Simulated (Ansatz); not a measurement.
A nudged elastic band was laid between two geometries of BH₃Se₂ (6 atoms, charge 0, multiplicity 1).

All numbers below come from Ansatz 0.2.0, RKS PBE0-D4/def2-SVPD.

* movable images: 4
* climbing image: no
* spring: 5.0 eV/Å²
* optimiser: quadratic models (default)
* start path: IDPP
* force threshold: 0.05 eV/Å
* iteration limit: 60
* end points: relaxed

Initial state:

```xyz
6
Properties=species:S:1:pos:R:3
B -0.356 0.209 -0.677
Se -0.218 -1.748 -0.106
Se 0.003 0.012 1.423
H -1.470 0.636 -0.831
H 0.609 0.679 -1.223
H 1.474 0.148 1.368
```

Final state:

```xyz
6
Properties=species:S:1:pos:R:3
B -0.254 0.198 -0.726
Se -0.241 -1.746 -0.097
Se 1.123 -0.113 0.882
H -1.178 0.875 -0.359
H 0.378 0.434 -1.723
H 0.214 0.288 1.977
```

Question: Which bonds break or form, and what moves?

Answer: No bond is made or broken. The dihedral B1–Se2–Se3–H6 goes from -93 to 93°. The two ends are copies of one structure, up to a mirror image or an exchange of like atoms.

Question: Give the energies along the band, and the barrier.

Answer: The run converged. The highest image is number 3 of 0 to 5, 0.74 eV above the ends, which have the same energy within 2 meV. No image climbed, so the highest image needn't sit at the top of the path.

```csv
image,path coordinate (Å),energy (eV),dihedral B1–Se2–Se3–H6 (°)
0,0.00,0.00,-93
1,0.70,0.34,-57
2,1.41,0.74,-20
3,2.11,0.74,20
4,2.82,0.35,57
5,3.52,0.00,93
```

Question: What is the geometry of the highest image?

Answer: 
```xyz
6
Properties=species:S:1:pos:R:3
B -0.175 0.167 -0.678
Se -0.949 -1.550 -0.024
Se 0.635 -0.700 1.513
H -0.838 1.153 -0.461
H 0.817 0.171 -1.351
H 0.552 0.696 0.954
```

The run took 2.1 min on 2 threads of Intel(R) Xeon(R) Platinum 8488C (Sapphire Rapids), with other jobs on the host, peak memory 0.38 GiB.
